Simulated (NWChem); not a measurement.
All runs are NWChem calculations. System: 2,3,3,3-tetrafluoropropene (C₃H₂F₄), charge 0, spin multiplicity 1, at a geometry optimised with PBE0/def2-SVP. Level: PBE0/def2-SVP.

Job file:

```
start mol
memory heap 200 mb stack 900 mb global 1100 mb
geometry units angstroms nocenter noautoz noautosym
  C      1.897767    -0.545966    -0.427383
  C      0.900915     0.129608     0.124739
  F      1.083465     1.131444     0.974545
  C     -0.565714    -0.122051    -0.113241
  F     -1.181855    -0.435830     1.025750
  F     -1.157751     0.966252    -0.603227
  F     -0.745611    -1.119608    -0.974139
  H      1.686131    -1.359813    -1.119158
  H      2.931831    -0.290058    -0.191896
end
basis spherical
  * library def2-svp
end
dft
  xc pbe0
  semidirect memsize 60000000 filesize 0
  iterations 100
end
task dft energy
```

Part of the output:

```
             Northwest Computational Chemistry Package (NWChem) 7.3.0
             --------------------------------------------------------

                                NWChem Input Module
                                -------------------

 Scaling coordinates for geometry "geometry" by  1.889725989
 (inverse scale =  0.529177249)

                             Geometry "geometry" -> ""
                             -------------------------

 Output coordinates in angstroms (scale by  1.889725989 to convert to a.u.)

  No.       Tag          Charge          X              Y              Z
 ---- ---------------- ---------- -------------- -------------- --------------
    1 C                    6.0000     1.89776700    -0.54596600    -0.42738300
    2 C                    6.0000     0.90091500     0.12960800     0.12473900
    3 F                    9.0000     1.08346500     1.13144400     0.97454500
    4 C                    6.0000    -0.56571400    -0.12205100    -0.11324100
    5 F                    9.0000    -1.18185500    -0.43583000     1.02575000
    6 F                    9.0000    -1.15775100     0.96625200    -0.60322700
    7 F                    9.0000    -0.74561100    -1.11960800    -0.97413900
    8 H                    1.0000     1.68613100    -1.35981300    -1.11915800
    9 H                    1.0000     2.93183100    -0.29005800    -0.19189600

 Effective nuclear repulsion energy (a.u.)     334.2611025114

            Nuclear Dipole moment (a.u.)
            ----------------------------
        X                 Y               Z
 ---------------- ---------------- ----------------
     0.0000037795    -0.0000056692    -0.0000056692


 Summary of "ao basis" -> "" (spherical)
 ------------------------------------------------------------------------------
       Tag                 Description            Shells   Functions and Types
 ---------------- ------------------------------  ------  ---------------------
 *                          def2-svp                  on all atoms

                                 NWChem DFT Module
                                 -----------------
[...]
 Vector   28  Occ=2.000000D+00  E=-3.086794D-01
              MO Center=  1.4D+00, -8.4D-02, -4.6D-02, r^2= 1.8D+00
   Bfn.  Coefficient  Atom+Function         Bfn.  Coefficient  Atom+Function
  ----- ------------  ---------------      ----- ------------  ---------------
     6      0.315400  1 C  pz                20      0.291704  2 C  pz
     5     -0.266395  1 C  py                19     -0.246396  2 C  py
     9      0.226425  1 C  pz                34      0.219919  3 F  pz
     8     -0.191151  1 C  py                33     -0.185661  3 F  py
    37     -0.172798  3 F  pz                23      0.146330  2 C  pz

 Vector   29  Occ=0.000000D+00  E=-1.948916D-02
              MO Center=  1.2D+00, -1.9D-01, -1.4D-01, r^2= 2.3D+00
   Bfn.  Coefficient  Atom+Function         Bfn.  Coefficient  Atom+Function
  ----- ------------  ---------------      ----- ------------  ---------------
     9      0.450417  1 C  pz                23     -0.389725  2 C  pz
     8     -0.381212  1 C  py                20     -0.356484  2 C  pz
    22      0.327882  2 C  py                 6      0.314123  1 C  pz
    19      0.301154  2 C  py                 5     -0.265585  1 C  py
    37      0.134341  3 F  pz                34     -0.133345  3 F  pz

 Vector   30  Occ=0.000000D+00  E= 8.537199D-02
              MO Center=  1.5D+00, -1.1D-01, -6.6D-02, r^2= 4.2D+00
   Bfn.  Coefficient  Atom+Function         Bfn.  Coefficient  Atom+Function
  ----- ------------  ---------------      ----- ------------  ---------------
   105      1.274991  9 H  s                  3     -0.679096  1 C  s
   100     -0.643635  8 H  s                  7     -0.467252  1 C  px
    31      0.385454  3 F  s                  8     -0.362622  1 C  py
    22     -0.346176  2 C  py                 9     -0.315097  1 C  pz
    23     -0.292129  2 C  pz                19     -0.224166  2 C  py

 Vector   31  Occ=0.000000D+00  E= 9.705649D-02
              MO Center=  2.2D+00, -1.0D+00, -8.3D-01, r^2= 4.0D+00
   Bfn.  Coefficient  Atom+Function         Bfn.  Coefficient  Atom+Function
  ----- ------------  ---------------      ----- ------------  ---------------
     3      2.033628  1 C  s                100     -1.659328  8 H  s
   105     -1.255754  9 H  s                 17     -0.415043  2 C  s
     8     -0.359918  1 C  py                 7      0.343729  1 C  px
     9     -0.297803  1 C  pz                 2      0.289778  1 C  s
    31      0.201410  3 F  s                 49      0.168135  4 C  px

 center of mass
 --------------
 x =  -0.10907097 y =   0.03610650 z =   0.02855975

 moments of inertia (a.u.)
 ------------------
         507.544267281857         -51.553516199558         -50.391151178339
         -51.553516199558         784.181005485758         -95.772700730346
         -50.391151178339         -95.772700730346         814.770778549604

     Multipole analysis of the density
     ---------------------------------

     L   x y z        total         alpha         beta         nuclear
     -   - - -        -----         -----         ----         -------
     0   0 0 0     -0.000000    -28.000000    -28.000000     56.000000

     1   1 0 0      0.647763      0.323880      0.323880      0.000004
     1   0 1 0     -0.313931     -0.156963     -0.156963     -0.000006
     1   0 0 1     -0.254306     -0.127150     -0.127150     -0.000006

     2   2 0 0    -25.644665   -155.737891   -155.737891    285.831117
     2   1 1 0     -1.038916     -9.212634     -9.212634     17.386352
     2   1 0 1     -0.823251     -9.620277     -9.620277     18.417304
     2   0 2 0    -28.173212    -79.843062    -79.843062    131.512911
     2   0 1 1      0.253281    -24.206290    -24.206290     48.665861
     2   0 0 2    -28.293938    -71.977055    -71.977055    115.660173

 Task  times  cpu:        4.6s     wall:        4.6s

 Total times  cpu:        4.6s     wall:        4.6s
```
